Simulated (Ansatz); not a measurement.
Saddle point of SiN2H10O, closed shell (SiH₄O ([OH][SiH3]) + NH₃ + NH₃ → SiNH₅ ([NH2][SiH3]) + H₂O + NH₃; bonds formed: Si1–N7, O2–H8, H6–N9; bonds broken: Si1–O2, H6–N7, H8–N9), PBE0-D4/def2-TZVP structure:

```
14
angstrom
Si 0.5028 1.2000 -0.1456
O 0.2637 0.4683 1.5215
H 0.7374 2.6768 -0.3328
H 2.0035 0.8476 0.0576
H -1.0442 1.3146 -0.1158
H -0.5985 -1.2268 -0.3690
N 0.3731 0.0421 -1.5015
H -0.4149 -0.5551 1.2108
N -1.0078 -1.4265 0.5711
H 1.1380 0.2315 1.8544
H -0.3488 0.2524 -2.1798
H 1.2351 -0.1975 -1.9740
H -0.8355 -2.3840 0.8522
H -2.0040 -1.2434 0.5509
```

Energies are electronic, without zero-point energy. Barriers and step energies count from the start structure reached by relaxing down the imaginary mode; all methods use the PBE0-D4 structures, on which another method's saddle can fall below an end. Computed with Ansatz 0.2.0 (basis: def2-TZVPP, with def2-QZVPP for the basis limit); correlated methods freeze the cores. B3LYP uses VWN-RPA correlation. Extrapolation: Hartree–Fock as exp(−7.88 √X), correlation as X^−2.97.

```tsv
method	barrier (kcal/mol)	step energy (kcal/mol)
SPW92	11.65	10.02
PBE-D4	22.39	8.38
BLYP-D4	26.48	7.70
r2SCAN-D4	24.11	9.44
B97M-V	?	9.88
PBE0-D4	24.97	8.53
B3LYP-D4	28.16	7.92
r2SCAN0-D4	?	9.33
BHLYP-D4	31.37	8.39
CAM-B3LYP-D4	27.90	8.25
wB97X-V	?	8.90
wB97M-V	28.35	9.55
B2PLYP	29.57	8.32
PBE-QIDH	27.02	9.07
RPA on PBE	30.44	8.83
HF	43.39	7.19
MP2	27.67	8.95
CCSD	31.57	8.59
CCSD(T)	29.28	8.80
```

Fill in the withheld barriers. (To be estimated.)

By the calculation: wB97X-V 28.64; r2SCAN0-D4 25.98; B97M-V 26.55 kcal/mol. Each is the energy of the saddle less that of the start structure, by the same method.

For comparison, the barrier by CCSD(T) at an estimated basis limit (MP2 extrapolated from triple and quadruple zeta, plus CCSD(T) − MP2 in triple zeta) is 29.19 kcal/mol.

The T1 diagnostic stays at or below 0.011.

Labels in which every atom is bracketed show which atoms are joined, not bond orders.

For scale, one of the runs: CCSD(T)/def2-TZVPP, 275 basis functions, launched by `ansatz run in.yaml --threads 8 --pin off --events-out ev --progress --plain --max-ram 19148MiB`. The run took 68 s on 8 CPU threads of a Oxide Virtual Turin-like (shared host), with 7.7 GiB of host memory at its peak.
